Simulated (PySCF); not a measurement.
## Zr⁺ (zirconium, charge +1) across methods

[Kr] 4d2 5p1, one real determinant (an excited configuration). Computed with PySCF 2.14 in def2-TZVPPD with the def2 core potential (28 electrons) (6s4p3d2f1g, 56 functions), with scalar relativity through the core potential.

```tsv
method	E (hartree)	mean ε 4p β (eV)	mean ε 4d α (eV)	mean ε 5p α (eV)	Σ⟨r²⟩ (bohr²)	⟨S²⟩
LC-wPBE	-46.5346	-44.996	-15.880	-9.365	47.02	3.751
PBE0	-46.5139	-41.996	-13.148	-7.806	47.00	3.751
M06-2X	-46.4236	-43.902	-14.165	-8.402	46.57	3.751
PBE	-46.5241	-39.879	-11.832	-7.356	46.81	3.751
wB97M-V	-46.4426	-44.712	-15.314	-9.005	47.62	3.751
UHF	-46.12257	-47.300	-16.597	-8.839	48.74	3.754
revPBE	-46.5632	-39.888	-11.815	-7.343	46.82	3.751
LDA	-46.3699	-39.872	-11.778	-7.397	46.78	3.750
r2SCAN	-46.5429	-40.632	-12.103	-7.359	46.74	3.751
```

⟨L²⟩ = 13.84 against 20 for a pure G term, so this real determinant mixes terms. Energies and moments cover only the electrons outside the core potential.
